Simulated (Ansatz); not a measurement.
Molecule: VO$_{2}$F (charge 0, singlet). SMILES: [O]=[V](=[O])[F]
Geometry: optimised at B3LYP-D3(BJ)/def2-TZVP (Ansatz, a program for electronic structure).

Quantity: vertical ionisation energy to the doublet, in eV. Terms: UHF or UKS for open shells; each state is the SCF solution reached for its charge and spin; LANL2DZ with its own core potentials from Na on; 6-31G* and kin with 6d, 5d where marked; spin-orbit terms left out; non-relativistic; no dispersion term unless named. Ab initio and DFT rows: single points at B3LYP-D3(BJ) geometries (Ansatz).

```json
[
 {"level": "PBE/6-31G*", "program": "Ansatz", "vertical ionisation energy to the doublet (eV)": "11.20"},
 {"level": "PBE/6-31G* with LANL2DZ past Ar", "program": "Ansatz", "vertical ionisation energy to the doublet (eV)": "11.44"},
 {"level": "B3LYP/STO-3G", "program": "Ansatz", "vertical ionisation energy to the doublet (eV)": "7.30"},
 {"level": "B3LYP/3-21G", "program": "Ansatz", "vertical ionisation energy to the doublet (eV)": "11.09"},
 {"level": "B3LYP/6-31G*", "program": "Ansatz", "vertical ionisation energy to the doublet (eV)": "11.50"},
 {"level": "B3LYP/6-31G* with LANL2DZ past Ar", "program": "Ansatz", "vertical ionisation energy to the doublet (eV)": "11.75"},
 {"level": "B3LYP/def2-TZVPD", "program": "Ansatz", "vertical ionisation energy to the doublet (eV)": "11.75"}
]
```

No value to compare with is used here. The 6 habitual levels span 7.30 (B3LYP/STO-3G) to 11.75 eV (B3LYP/6-31G* with LANL2DZ past Ar); B3LYP/def2-TZVPD gives 11.75.

The levels are drawn from those run, B3LYP/6-31G* more often than the rest, none by its result; left out are runs that failed, that the program found above a lower state of the same kind, or whose <S^2> lies over 0.5 above the pure value.
